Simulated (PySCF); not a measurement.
Species: C₅H₁₂F₂Si.
SMILES with atom numbers: `[CH3:1][C:2]([CH3:3])([CH3:4])[SiH2:5][CH:6]([F:7])[F:8]` (hydrogens: H9, H10, H11 on C1; H12, H13, H14 on C3; H15, H16, H17 on C4; H18, H19 on Si5; H20 on C6)

Geometry (PBE0-D3(BJ)/def2-SVP, Å), atoms numbered from 1 in this order:
```xyz
20
C5H12F2Si angstrom
C     -1.187   -0.907    0.558
C     -0.605    0.146   -0.391
C     -1.551    1.348   -0.479
C     -0.401   -0.459   -1.784
Si     1.066    0.755    0.285
C      2.408   -0.624    0.193
F      1.974   -1.758    0.817
F      3.536   -0.206    0.828
H     -0.514   -1.770    0.674
H     -2.150   -1.279    0.167
H     -1.375   -0.492    1.561
H     -2.542    1.026   -0.843
H     -1.177    2.118   -1.174
H     -1.702    1.826    0.503
H      0.234   -1.358   -1.753
H     -1.372   -0.763   -2.212
H      0.055    0.259   -2.485
H      1.587    1.896   -0.531
H      0.960    1.163    1.717
H      2.695   -0.908   -0.837
```

Level: PBE0/pcSseg-1 in PySCF, non-relativistic, on one gas-phase PBE0-D3(BJ)/def2-SVP geometry that isn't relaxed in the solvent. The solvent is an IEF-PCM continuum (cavity from Bondi-type radii × 1.2). The model holds no explicit solvent molecules, cavitation or dispersion.

```
run  E − E(gas) (kJ/mol)  HOMO (eV)  HOMO–LUMO gap (eV)  dipole (D)
gas                 0.00      -8.00                8.73        2.48
  P                -9.40      -7.84                8.74        2.87
  Q                -5.93      -7.90                8.74        2.72
```

Problem. The runs were made in benzene and chloroform. Which run belongs to which solvent?

Solution. P = chloroform, Q = benzene. The dielectric constants are 2.271 (benzene), 4.711 (chloroform), and the energy falls further as ε rises. In this model the ground state sees the solvent through ε alone.

Problem. How constant is the ratio of the lowering to (ε − 1)/(2ε + 1)?

Solution. 
| solvent | (ε − 1)/(2ε + 1) | E − E(gas) (kJ/mol) | ratio (kJ/mol) | polarisation term (kJ/mol) |
| --- | --- | --- | --- | --- |
| benzene | 0.229 | -5.93 | -25.8 | -6.27 |
| chloroform | 0.356 | -9.40 | -26.4 | -10.29 |

The ratio changes by +2.1 % in size from benzene to chloroform. The polarisation term is half the interaction of the solute with the induced surface charges.

On an Arm Neoverse N1 with one thread, shared host with 64 logical CPUs at a one-minute load of 64, this took 67 s and 1.2 GiB of memory at its peak. This is the whole shielding run at PBE0/pcSseg-1 in chloroform, SCF included.
